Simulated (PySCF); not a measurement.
## Ionisation energy of Ba by level of theory

Ba [Xe] 6s2 (1S) → Ba⁺ [Xe] 6s1 (2S), as a difference of total energies. Computed with PySCF 2.14 in aug-cc-pVTZ-X2C, with the spin-free X2C one-electron Hamiltonian (Gaussian nucleus). Correlated levels: valence: [Xe] frozen. The calculations carry no spin-orbit coupling.

| method | ionisation energy (eV) |
| --- | --- |
| UHF | 4.274 |
| LDA | 5.368 |
| PBE | 5.199 |
| PBE0 | 5.115 |
| r2SCAN | 4.921 |
| M06-L | 5.305 |
| r2SCAN0 | 4.953 |
| M06 | 5.484 |
| MP2 (valence) | 4.743 |
| SCS-MP2 (valence) | 4.836 |

Errors of the correlated levels include the incompleteness of this basis and the frozen core.

MP2 underrates the near-degeneracy of ns² with np² in the lower species.

Q: Which method comes closest to the reference value, and which is furthest?

A: The reference is 5.212 eV (measured; NIST Atomic Spectra Database, ionization energies). Closest: PBE (error -0.013 eV); furthest: UHF (error -0.938 eV).
